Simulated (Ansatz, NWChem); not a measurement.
## Predicting a hybrid from its neighbours: CH2BrF (bromofluoromethane)

CH2BrF: 5 atoms, total charge 0, spin state singlet. SMILES: `FCBr`. The shape is that of a PBE0-D4/def2-TZVP optimisation.

The HOMO–LUMO gap y, in eV, basis cc-pVDZ; a is the functional's share of exact exchange. Programs: Ansatz 0.2.0, NWChem 7.3.0.

```
functional  program     a  y (eV)
    r2SCAN   Ansatz     0    6.39
      TPSS   NWChem     0    6.09
     B3LYP   Ansatz   0.2       ?
      PBE0   Ansatz  0.25    8.22
   r2SCAN0   Ansatz  0.25    8.58
     BHLYP   Ansatz   0.5   10.50
```

Question: Fit y = c + s·a to the known rows and predict B3LYP.

Answer: 
1. Means of the 5 rows: a = 0.2000, y = 7.956.
2. Σ(Δa)² = 0.175, Σ(Δa·Δy) = 1.494, so the slope is 1.494/0.175 = 8.5371.
3. Intercept: 7.956 − (8.5371) × 0.2000 = 6.249. The largest residual of the fit is 0.20.
4. B3LYP: 6.249 + (8.5371) × 0.2 = 7.96 eV.

The run gave 7.66 eV, so the prediction is off by +0.30 eV, about the scatter of the fit. Exact exchange lowers occupied levels and raises empty ones. The rows mix families of semi-local functionals, which the line can't see.
